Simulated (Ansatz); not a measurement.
Mulliken charges of FH3SSiSn (`F[SiH]1[S][SnH2]1`) from PBE/def2-TZVPP in Ansatz (PBE0-D4/def2-TZVP geometry).

| atom | x (Å) | y (Å) | z (Å) | charge (e) |
| --- | --- | --- | --- | --- |
| F1 | 0.195 | -1.437 | 1.994 | -0.256 |
| Si2 | 0.477 | -1.047 | 0.474 | 0.391 |
| S3 | -1.117 | -1.096 | -0.856 | -0.350 |
| Sn4 | -0.172 | 1.199 | -0.337 | 0.433 |
| H5 | 1.750 | -1.705 | 0.112 | -0.049 |
| H6 | -1.420 | 2.117 | 0.367 | -0.083 |
| H7 | 0.348 | 1.900 | -1.799 | -0.088 |

Q: By hand: the dipole of these point charges (1 e Å = 4.8032 D).

A: Σ q r = (0.455, 0.602, -0.049) e Å, of length 0.756 e Å = 3.63 D.

Q: How does the dipole of the full density compare? (Estimate.)

A: The calculation gave: (0.270, 0.342, -0.051) e Å, 2.11 D; the point charges give 1.72 times that, at 3° from its direction.

Point charges leave out the atoms' own dipoles, such as those of lone pairs, and Mulliken's split depends on the basis, so the two needn't agree.
